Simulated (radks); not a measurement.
Problem. Pr, configuration [Xe] 4f5 (not the ground configuration). All-electron calculation, Dirac Kohn-Sham, LDA (Slater exchange, Perdew-Wang correlation), spin-unpolarised, spherical densities, point nucleus; open shells are shared between the two j in proportion to 2j + 1. Program: a radial shooting solver on a logarithmic mesh with Libxc functionals. Some entries of the table are withheld. Estimate them.

| orbital | occ. | eigenvalue (eV) | <r> (bohr) |
|---|---|---|---|
| 1s1/2 | 2 | -41735.96 | 0.02411 |
| 2s1/2 | 2 | -6710.742 | 0.1026 |
| 2p1/2 | 2 | -6344.921 | 0.08608 |
| 2p3/2 | 4 | -5863.245 | 0.09238 |
| 3s1/2 | 2 | -1445.182 | 0.2723 |
| 3p1/2 | 2 | (1) | 0.2619 |
| 3p3/2 | 4 | (2) | 0.2743 |
| 3d3/2 | 4 | -920.9626 | 0.2453 |
| 3d5/2 | 6 | -900.3752 | 0.2492 |
| 4s1/2 | 2 | -285.0050 | 0.6233 |
| 4p1/2 | 2 | -226.7209 | (3) |
| 4p3/2 | 4 | -206.1073 | (4) |
| 4d3/2 | 4 | -110.3280 | (5) |
| 4d5/2 | 6 | -106.7258 | (6) |
| 5s1/2 | 2 | (7) | 1.526 |
| 5p1/2 | 2 | -23.6357 | 1.740 |
| 5p3/2 | 4 | -20.9580 | 1.838 |
| 4f5/2 | 2.14286 | -0.5985 | 1.902 |
| 4f7/2 | 2.85714 | -0.3483 | 5.236 |

Solution. 
(1) 3p1/2 eigenvalue (eV): -1289.298
(2) 3p3/2 eigenvalue (eV): -1193.903
(3) 4p1/2 <r> (bohr): 0.6411
(4) 4p3/2 <r> (bohr): 0.6696
(5) 4d3/2 <r> (bohr): 0.7241
(6) 4d5/2 <r> (bohr): 0.7345
(7) 5s1/2 eigenvalue (eV): -38.8431
